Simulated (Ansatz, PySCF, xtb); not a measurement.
Reaction R1 + R2 → P1 + P2, each structure at its B3LYP-D3(BJ)/def2-TZVP stationary point, reached from a drawn start (curvature not checked).
P1, H2 (SMILES [H][H]) (charge 0, multiplicity 1):
```xyz
2

H      0.0000     0.0000     0.3720
H      0.0000     0.0000    -0.3720
```
R1, HCl (SMILES Cl) (charge 0, multiplicity 1):
```csv
atom,x (Å),y (Å),z (Å)
Cl,0.0000,0.0000,0.6410
H,0.0000,0.0000,-0.6410
```
R2, SiH4 (SMILES [SiH4]) (charge 0, multiplicity 1):
```csv
atom,x (Å),y (Å),z (Å)
Si,0.0000,0.0000,0.0000
H,0.8547,0.8547,0.8547
H,-0.8547,-0.8547,0.8547
H,-0.8547,0.8547,-0.8547
H,0.8547,-0.8547,-0.8547
```
P2: ClH3Si (SMILES [SiH3]Cl), charge 0, multiplicity 1.

| level | reaction energy (kcal/mol) | minus CCSD(T)/CBS(cc-pV(T+d)Z, cc-pV(Q+d)Z) |
|---|---|---|
| GFN1-xTB | -27.66 | -9.99 |
| HF/cc-pV(D+d)Z | -11.68 | 5.99 |
| SVWN5/def2-TZVPP | -15.31 | 2.36 |
| BLYP-D4/def2-TZVPP | -16.84 | 0.83 |
| revPBE/def2-TZVPP | -15.99 | 1.68 |
| r2SCAN-D3(BJ)/def2-TZVPP | -17.93 | -0.26 |
| B97M-V/def2-TZVPP | -16.48 | 1.19 |
| BHLYP-D4/def2-TZVPP | -16.72 | 0.95 |
| M06-2X/def2-TZVPP | -18.99 | -1.32 |
| CAM-B3LYP-D4/def2-TZVPP | -15.85 | 1.82 |
| wB97X-V/def2-TZVPP | -16.66 | 1.01 |
| wB97M-V/def2-TZVPP | -17.14 | 0.53 |
| B2PLYP-D3(BJ)/def2-TZVPP | -17.16 | 0.51 |
| B2PLYP-D4/def2-TZVPP | -16.93 | 0.74 |
| MP2/CBS(cc-pV(T+d)Z, cc-pV(Q+d)Z) | -19.57 | -1.90 |
| SCS-MP2/cc-pV(T+d)Z | -16.95 | 0.72 |
| CCSD(T)/cc-pV(D+d)Z | -11.60 | 6.07 |
| CCSD(T)/cc-pV(T+d)Z | -15.72 | 1.95 |
| CCSD(T)/cc-pV(Q+d)Z | -16.87 | 0.80 |
| CCSD(T)/CBS(cc-pV(T+d)Z, cc-pV(Q+d)Z) | -17.67 | 0.00 |

 The comparison column counts from a level with limits of its own.

P less R. No zero-point or thermal terms.

Cores are frozen in the correlated methods. CBS(a, b) extrapolates the correlation energy as X⁻³ and adds the Hartree–Fock energy of set b.

The values were computed with Ansatz (a quantum-chemistry and plane-wave program); PySCF for M06-2X and the D3/D4 terms; xtb for the GFN methods. Each number belongs to the level named beside it.
